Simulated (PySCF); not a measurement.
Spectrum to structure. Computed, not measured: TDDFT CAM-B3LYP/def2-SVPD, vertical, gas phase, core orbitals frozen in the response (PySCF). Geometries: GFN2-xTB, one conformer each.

```
state  E (eV)       f
   S1    4.29   0.177
   S2    4.29  0.0026
   S3    4.67   0.025
   S4    4.68  0.0000
   S5    5.33   0.277
   S6    5.34  0.0001
   S7    5.53  0.0000
   S8    5.68  0.0000
```

Triplets computed (Tamm–Dancoff): 2.39, 3.76, 3.84 eV.

Problem. Which candidate is it? All have the formula C6H8P2.
A. `Pc1ccccc1P`
B. `C#CC/P=P\CC=C`
C. `Cc1pccpc1C`

Solution. C. Its S1 lies at 4.29 eV; the nearest of the others has S1 at 4.88 eV. S1 is HOMO→LUMO (93%). Löwdin shares by element: HOMO phosphorus 50%, carbon 24% or more (atoms not listed hold the other 25%); LUMO phosphorus 56%, carbon 20% or more (atoms not listed hold the other 23%). At the same level the other candidates give, for their lowest levels:
- `C#CC/P=P\CC=C`: 3.50 eV (f 0.000); 3.59 eV (f 0.013); 4.30 eV (f 0.157); 4.99 eV (f 0.017); 5.40 eV (f 0.000); T1 2.00 eV; HOMO -8.14, LUMO -1.49 eV
- `Pc1ccccc1P`: 4.88 eV (f 0.009); 5.06 eV (f 0.017); 5.72 eV (f 0.118); 5.92 eV (f 0.232); 6.13 eV (f 0.030); T1 3.83 eV; HOMO -7.65, LUMO 0.25 eV
